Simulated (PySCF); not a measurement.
## Relaxation of triplet [IrS2]-

Method: PySCF, UPBE0, basis Ir def2-SVPD with ECP60, S def2-SVPD (scalar-relativistic core potentials, no spin–orbit coupling, density fitting). A (50,194) grid was used.

A hand-made bent start, of C2v symmetry, held to at least that symmetry:

```xyz
3
charge -1 multiplicity 3, angstrom
Ir    0.0000    0.0000   -0.2984
S     1.7120    0.0000    0.9004
S    -1.7120    0.0000    0.9004
```

Question: What does it relax to?

Answer: It ends at C2v with Ir–S 2.131 Å (×2); S–Ir–S 133.6° (after a last refinement on a finer grid). A frequency run shows a minimum. Other isomers or separated fragments may lie lower.

Question: How much energy is released, and in how many steps?

Answer: 20.4 kJ/mol in 6 steps.

Other spin states or occupations of the open shell can lie lower. At this level a singlet minimum of C2v symmetry lies 27 kJ/mol below this structure. With an element this heavy the missing spin–orbit coupling can shift these numbers.

The relaxation took of the order of 60 core-seconds on a shared host.
